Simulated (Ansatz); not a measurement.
Reaction (ligand exchange at a Ga–O bond): `C[O][Ga]([OH])[Cl]` + `C=N` → `C=[N][Ga]([OH])[Cl]` + CH₃OH

Gas-phase electronic energies from Ansatz, PBE0-D4/def2-TZVP geometries. CCSD(T)/CBS is the MP2 limit (def2-TZVPP, def2-QZVPP) plus CCSD(T) − MP2 in def2-TZVPP, frozen cores. This one scheme is used for every species. Functionals use def2-TZVPP. For Ga outer-core shells are correlated without core-valence functions, which leaves a few kJ/mol of doubt a bond. Scalar relativity is left out up to krypton. Each species was taken in one conformer, which may not be the lowest.

`C[O][Ga]([OH])[Cl]`:

Z-matrix (Å, degrees):
```
C
O 1 1.410
H 1 1.094 2 109.4
H 1 1.096 2 113.1 3 -120.7
H 1 1.094 2 109.5 3 118.6
Ga 2 1.765 1 124.1 3 121.4
Cl 6 2.122 2 120.8 1 -0.1
O 6 1.766 2 119.7 1 179.9
H 8 0.961 6 112.4 2 -0.0
```

`C=N`:

Cartesian coordinates in Å:
```
C -0.030 0.378 0.091
N -0.090 -0.587 -0.717
H 0.234 0.292 1.152
H -0.255 1.383 -0.271
H 0.142 -1.467 -0.254
```

`C=[N][Ga]([OH])[Cl]`:

```xyz
8

C     1.481    0.650   -0.678
N     0.346    0.443   -1.192
Ga   -0.966   -0.279   -0.089
O    -0.620   -0.626    1.621
Cl   -2.919   -0.712   -0.822
H     2.279    1.077   -1.301
H     1.765    0.441    0.364
H    -1.367   -0.996    2.097
```

CH₃OH:

Cartesian coordinates in Å:
```
C 0.004 -0.249 -0.255
O 0.483 0.835 0.508
H 0.762 -0.469 -1.008
H -0.933 -0.014 -0.773
H -0.146 -1.152 0.350
H -0.170 1.048 1.178
```

```
              species  ωB97X-V energy (Eh)
 `C[O][Ga]([OH])[Cl]`          -2575.91014
                `C=N`            -94.63501
`C=[N][Ga]([OH])[Cl]`          -2554.79731
                CH₃OH           -115.73250
```

**Question.** Work out ΔE.

**Answer.** ΔE = (-2554.79731) + (-115.73250) − (-2575.91014) − (-94.63501) = 0.01534 Eh = +40.3 kJ/mol. CCSD(T)/CBS gives +39.5 kJ/mol.

Largest T1 diagnostic among the species: 0.014.
